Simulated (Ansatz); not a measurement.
Ca12O12 (started as a model of: 2x2x6 CaO rock-salt block), relaxed as a singlet with RKS PBE-D4/def2-SVP in Ansatz, starting from the GFN2-xTB geometry. Force threshold 0.03 eV/Å.

Single mean-field runs in def2-SVP are fitted with def2-universal-jkfit. Another isomer (singlet) lies 1.16 eV lower at PBE0-D4/def2-TZVP; other spin states weren't run for this one.

Start:

```xyz
24

Ca    3.147    4.064    2.265
Ca    0.924    0.397    1.723
Ca   -1.300   -3.197    1.067
Ca    3.046    1.929   -0.084
Ca    0.825   -1.658   -0.729
Ca   -1.523   -5.233   -1.357
Ca    0.274    3.439    1.056
Ca   -1.942   -0.153    0.413
Ca   -4.093   -3.836   -0.301
Ca    2.472    5.007   -0.620
Ca    0.195    1.411   -1.388
Ca   -2.024   -2.170   -2.045
O     2.032    2.262    1.960
O    -0.206   -1.373    1.319
O    -2.483   -4.999    0.581
O     4.066    3.865    0.309
O     1.868    0.169   -0.374
O    -0.395   -3.444   -1.035
O     1.563    5.224    1.340
O    -0.766    1.604    0.702
O    -2.998   -2.027    0.033
O     1.356    3.213   -0.964
O    -0.895   -0.404   -1.643
O    -3.141   -4.091   -2.228
```

Problem. Estimate the energy that the relaxation releases and the steps that it takes.

Solution. 0.71 eV, in 4 steps; 9 s on 4 threads of AMD EPYC 7R13 on a shared host and a share (37 GiB) of an NVIDIA H100 80GB HBM3. No frequencies were taken in this run, so the end may be a saddle point.

Problem. Does the start keep its bonding and symmetry?

Solution. By distances, no bond broke or formed. The bond that changes most is Ca11–O23, from 2.13 to 2.26 Å (atoms count from 1). Point group D2d at the start, D2d at the end, both within 0.05 Å.

Problem. Predict the relaxed structure.

Solution. 
```xyz
24

Ca    3.261    4.250    2.304
Ca    0.947    0.455    1.702
Ca   -1.401   -3.353    1.032
Ca    3.142    2.096   -0.049
Ca    0.770   -1.694   -0.732
Ca   -1.637   -5.422   -1.388
Ca    0.383    3.598    1.084
Ca   -1.950   -0.213    0.386
Ca   -4.210   -4.021   -0.330
Ca    2.586    5.193   -0.588
Ca    0.234    1.452   -1.354
Ca   -2.124   -2.341   -2.067
O     2.117    2.379    2.000
O    -0.244   -1.425    1.293
O    -2.594   -5.159    0.521
O     4.142    4.041    0.352
O     1.890    0.236   -0.363
O    -0.455   -3.579   -1.061
O     1.689    5.377    1.360
O    -0.718    1.656    0.708
O    -3.089   -2.145    0.021
O     1.426    3.344   -0.959
O    -0.928   -0.468   -1.636
O    -3.237   -4.259   -2.235
```
Bond lengths (bridged metal pairs left out): 44 × Ca–O 2.15 to 2.31 Å.
